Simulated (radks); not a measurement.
Removal energies from the xenon ion Xe5+, [Kr] 4d10 5s2 5p1, by Delta-SCF beside the eigenvalue of the level emptied. Method: scalar-relativistic Kohn-Sham, LDA (Slater exchange, Perdew-Wang correlation), spin-polarised, spherical densities, finite nucleus; Fermi nuclear charge, rms radius of each element as measured or else 0.836 A^(1/3) + 0.57 fm; computed with a radial shooting solver on a logarithmic mesh with Libxc functionals. Open shells are filled with parallel spins first.

\begin{tabular}{lrrr}
removed from & final configuration & Delta-SCF (eV) & -eigenvalue (eV) \\ \hline
5p & [Kr] 4d10 5s2 & 65.751 & 60.095 \\
5s & [Kr] 4d10 5s1 5p1 & 79.862 & 73.719 \\
4d & [Kr] 4d9 5s2 5p1 & 130.78 & 119.85 \\
4p & [Ar] 3d10 4s2 4p5 4d10 5s2 5p1 & 213.67 & 201.87 \\
\end{tabular}
